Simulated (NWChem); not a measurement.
System: C$_{3}$H$_{7}$NS; SMILES C/N=C\SC

```xyz
12

C     -0.5535    -2.2933     0.0373
N      0.7292    -1.6201    -0.0784
C      0.7810    -0.3567    -0.0998
S     -0.5943     0.7988    -0.0188
C      0.3417     2.3682     0.0853
H     -1.2714    -1.7556     0.6757
H     -0.3993    -3.2951     0.4489
H     -1.0054    -2.4077    -0.9575
H      1.7525     0.1369    -0.1932
H      1.0398     2.4632    -0.7509
H     -0.3920     3.1751     0.0230
H      0.8784     2.4482     1.0338
```
Atoms are numbered in this order, from 1.

Level: B3LYP/6-31G* (spherical d) (NWChem), optimised geometry, unscaled harmonic frequencies. 

```
frequency (cm⁻¹)  IR intensity (km/mol)
----------------  ---------------------
41                                  3.1
69                                  2.3
104                                 0.7
195                                 2.9
264                                 0.2
461                                11.0
541                                 1.3
717                                 3.9
770                                83.3
865                                 5.9
986                                28.4
991                                 5.2
1009                               11.2
1132                                2.3
1172                                4.3
1369                               36.9
1397                                3.8
1459                               26.3
1503                                9.7
1508                                0.8
1512                               15.7
1533                                7.1
1725                              199.8
3008                               29.9
3071                               26.9
3073                               25.1
3117                               21.5
3121                               33.2
3156                                8.9
3166                                4.8
```

- zero-point energy: 61.5 kcal/mol
- thermal correction to the enthalpy at 298.15 K (with zero-point energy): 66.6 kcal/mol
- heat capacity Cv: 22.2 cal/(mol K)
- entropy at 298.15 K and 1 atm (symmetry number 1): 84.7 cal/(mol K)
- dipole moment: 1.90 D

Rigid rotor and harmonic oscillator; modes under 100 cm⁻¹ make the entropy uncertain.
